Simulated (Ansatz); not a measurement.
H₂Se₂Si, SMILES `[SiH2]1[Se][Se]1`. The species carries charge 0 and has multiplicity 1. All single points use the PBE0-D4/def2-TZVP geometry.

```xyz
5

Si   -0.344    0.226    0.115
Se    1.369   -0.003   -1.310
Se    0.975   -1.538    0.524
H    -0.296    1.354    1.070
H    -1.704   -0.039   -0.399
```

Problem. What is the dipole moment at B3LYP/def2-TZVPP? (Best estimate.)

Solution. The calculation gave: 1.67 D, with components (-1.35, 0.88, 0.45) D in this frame, pointing from negative to positive charge.

Problem. And with PBE, r2SCAN, ωB97M-V? (Estimate.)

Solution. Ansatz gave: PBE 1.49 D, r2SCAN 1.64 D, ωB97M-V 1.76 D.

Problem. Give the Mulliken charges with B3LYP, PBE, ωB97M-V in def2-TZVPP. (An estimate is asked.)

Solution. Computed: 
```tsv
atom	B3LYP	PBE	ωB97M-V
Si1	0.33	0.28	0.25
Se2	-0.13	-0.11	-0.13
Se3	-0.13	-0.11	-0.13
H4	-0.03	-0.03	0.00
H5	-0.03	-0.03	0.00
```

B3LYP here is the variant with VWN-RPA as its local correlation; programs differ in this.
